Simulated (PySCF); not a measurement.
Simulated Cl 2p region for `[NH2][Al]([Cl])[Cl]` (AlCl2(NH2)), binding energy against the vacuum level.

Every computed line was given a Gaussian of 0.7 eV full width at half maximum and an area set by the number of equivalent atoms (split 2:1 within a doublet); the highest printed point is 100. Level of theory: PySCF, delta-SCF UKS SCAN, pcX-2 on the ionised atom, pcseg-1 elsewhere, spin-free X2C.

| binding energy (eV) | intensity |
| --- | --- |
| 205.1 | 0 |
| 205.2 | 1 |
| 205.3 | 3 |
| 205.4 | 7 |
| 205.5 | 14 |
| 205.6 | 26 |
| 205.7 | 43 |
| 205.8 | 63 |
| 205.9 | 82 |
| 206.0 | 96 |
| 206.1 | 100 |
| 206.2 | 93 |
| 206.3 | 77 |
| 206.4 | 57 |
| 206.5 | 38 |
| 206.6 | 22 |
| 206.7 | 12 |
| 206.8 | 6 |
| 206.9 | 3 |
| 207.0 | 3 |
| 207.1 | 5 |
| 207.2 | 10 |
| 207.3 | 17 |
| 207.4 | 26 |
| 207.5 | 36 |
| 207.6 | 45 |
| 207.7 | 50 |
| 207.8 | 49 |
| 207.9 | 43 |
| 208.0 | 34 |
| 208.1 | 24 |
| 208.2 | 15 |
| 208.3 | 8 |
| 208.4 | 4 |
| 208.5 | 2 |
| 208.6 | 1 |
| 208.7 | 0 |

Q: How many maxima does the curve show, and how many computed lines lie under it?

A: The curve has 2 maxima (at 206.1 and 207.7 eV). Under it lie 2 lines from 1 inequivalent chlorine site, drawn as a 2p3/2, 2p1/2 pair.

Q: Decompose the envelope and assign each component. Bonds: Al1–Cl2, Al1–Cl3, Al1–N4. Hydrogens: H5, H6 on N4.

A: 
| position (eV) | relative area | line | atoms | environment |
| --- | --- | --- | --- | --- |
| 206.09 | 1.33 | Cl 2p3/2 | Cl2/Cl3 | chlorine bonded to Al |
| 207.74 | 0.67 | Cl 2p1/2 | Cl2/Cl3 | chlorine bonded to Al |

Q: What are the centre and the root-mean-square width of the whole band?

A: The area-weighted mean of the lines is 206.64 eV. Their own spread about it is 0.78 eV (rms) and each Gaussian has σ = 0.7/2.355 = 0.30 eV; the variances add, which gives 0.83 eV.

Shake-up satellites, vibrational structure and lifetime widths aren't simulated. Atoms equivalent by their bonding share one computed value, that of the first of them. The 2p values aren't plain energy differences: one relaxed spin-free 2p hole is combined with a matrix within the shell (ground-state 2p orbital-energy differences and spin–orbit coupling). 2p3/2, the mean of its two sublevels, lies a third of the splitting below the shell's mean and 2p1/2 two thirds above it; the statistical areas are 2:1. 2p1/2 minus 2p3/2 (ligand field included): Cl 1.65 eV. Isolated species at its PBE0-D3(BJ)/def2-SVP geometry, gas phase.
